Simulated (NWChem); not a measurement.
# methylammonium (CH6N cation); SMILES [NH3+]C

Program: NWChem. Each level has its own optimisation; frequencies are unscaled.

For level PBE/def2-SVP:

| Item | Value |
|---|---|
| r C–N (Å) | 1.505 |
| r H–N (Å) | 1.039 |
| highest harmonic frequency (cm⁻¹) | 3391 |
| lowest (cm⁻¹) | 304 |
| zero-point energy (kcal/mol) | 48.2 |

Q: What are these values for level PBE/STO-3G?

A: 
| Property | Value |
|---|---|
| r C–N (Å) | 1.552 |
| r H–N (Å) | 1.069 |
| highest harmonic frequency (cm⁻¹) | 3602 |
| lowest (cm⁻¹) | 277 |
| zero-point energy (kcal/mol) | 51.5 |
